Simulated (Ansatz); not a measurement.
Ideal-gas functions of CH$_{3}$ClOSi (`ClC1O[SiH2]1`) at 298.15 K and 1 bar, from an Ansatz frequency run at PBE0-D4/def2-TZVP.

Molar mass 94.57 g/mol, point group C1 (symmetry number 1), electronic degeneracy 1, moments of inertia 37.875, 184.871, 202.448 u Å². Harmonic wavenumbers (cm⁻¹, unscaled): 211, 363, 479, 629, 652, 702, 765, 854, 945, 1071, 1103, 1272, 2264, 2292, 3160.

Use S(trans) = R[1.5 ln M + 2.5 ln T − 1.1517]; rotational temperatures θ = 24.2544 K / I; S(rot) = R[ln(√π/σ · √(T³/θAθBθC)) + 1.5]; for each mode x = 1.438777 ν̃/T, S = R[x/(eˣ − 1) − ln(1 − e⁻ˣ)] and H = RT x/(eˣ − 1); 1 cm⁻¹ = 0.0119627 kJ/mol; R = 8.31446 J/(mol·K).

Task: By hand: the entropy, in J/(mol·K).

Result: Translation 165.6. Rotation: θ = 0.6404, 0.1312, 0.1198 K, giving 107.4. Vibration, mode by mode: 8.51, 4.64, 2.98, 1.68, 1.54, 1.27, 0.99, 0.70, 0.49, 0.29, 0.26, 0.13, 0.00, 0.00, 0.00, in all 23.5. Electronic 0.0. Sum 296.5 J/(mol·K).

Task: By hand: H − E and G − E in kJ/mol, counted from the electronic energy.

Result: Zero-point energy ½ × 16762 × 0.0119627 = 100.3; thermal vibration 4.7; translation, rotation and pV give 4 RT = 9.9. H − E = 114.9 kJ/mol, and G − E = 114.9 − 298.15 × 296.5/1000 = 26.5 kJ/mol.

Vibration gives 8 % of the entropy. The sum counts one conformer and one mirror image; others add a mixing term.
